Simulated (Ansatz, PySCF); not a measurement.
Ga(I)2(OH) (GaHI2O), SMILES [OH][Ga]([I])[I]. Atoms are numbered in the order given.

```xyz
5

Ga     0.7664    -0.0553     0.0000
I     -0.3356     2.1666     0.0000
I     -0.4931    -2.1706     0.0000
O      2.5358    -0.1848     0.0000
H      2.9840     0.6730     0.0000
```
Charge 0, spin multiplicity 1.

The structure is a stationary point at r2SCAN-D4/def2-SVP. The structure was generated by enumeration; whether it is a known compound was not checked. The def2 effective core potentials stand for the cores of I; spin–orbit coupling is left out. One conformer was computed; it need not be the lowest.

Two levels are set side by side: PBE-D3(BJ)/def2-SVP (Ansatz, a quantum-chemistry and plane-wave program) and r2SCAN-D4/def2-SVP (Ansatz). Each level has its own optimised geometry; the coordinates shown are those of the second. Frequencies come from the Hessian of PySCF at each geometry. Differences are taken from unrounded values.

```tsv
quantity	r2SCAN-D4	PBE-D3(BJ)	PBE-D3(BJ) minus r2SCAN-D4
mean bond length (Å)	1.921	1.939	0.018
bond Ga1–I2 (Å)	2.480	2.501	0.021
bond Ga1–I3 (Å)	2.462	2.482	0.020
bond Ga1–O4 (Å)	1.774	1.795	0.021
bond O4–H5 (Å)	0.968	0.977	0.009
highest harmonic wavenumber (cm⁻¹)	3834	3711	-123
mean harmonic wavenumber (cm⁻¹)	727	705	-21
zero-point energy (kcal/mol)	9.35	9.08	-0.28
```
